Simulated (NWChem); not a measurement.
Molecule: CHClF$_{2}$OSi; SMILES O=C[Si](F)(Cl)F

```xyz
7

O      1.0536    -2.2087    -0.0005
C     -0.0673    -1.7747     0.0012
Si    -0.4173     0.1086     0.0001
F     -1.3039     0.4781     1.2883
F     -1.3030     0.4767    -1.2892
Cl     1.2933     1.1876     0.0000
H     -0.9546    -2.4656     0.0035
```
Atoms are numbered in this order, from 1.

Results from NWChem. The geometry was optimised at PBE0/def2-SVP. Level: PBE0/def2-SVP with SMD (1 M gas to 1 M solution), gas-phase geometry. Reactions with the solvent are ignored.

```
solvent          dielectric constant  solvation free energy (kcal/mol)  cavity-dispersion-structure term (kcal/mol)  dipole in solution (D)
---------------  -------------------  --------------------------------  -------------------------------------------  ----------------------
water                           78.4                              -1.0                                          4.6                    1.68
2-propanol                      19.3                              -3.8                                          1.2                    1.61
tetrahydrofuran                 7.43                              -4.2                                         -0.6                    1.46
dichloromethane                 8.93                              -4.0                                          0.0                    1.50
anisole                         4.22                              -3.5                                         -0.4                    1.41
chlorobenzene                   5.70                              -3.9                                         -0.5                    1.44
```
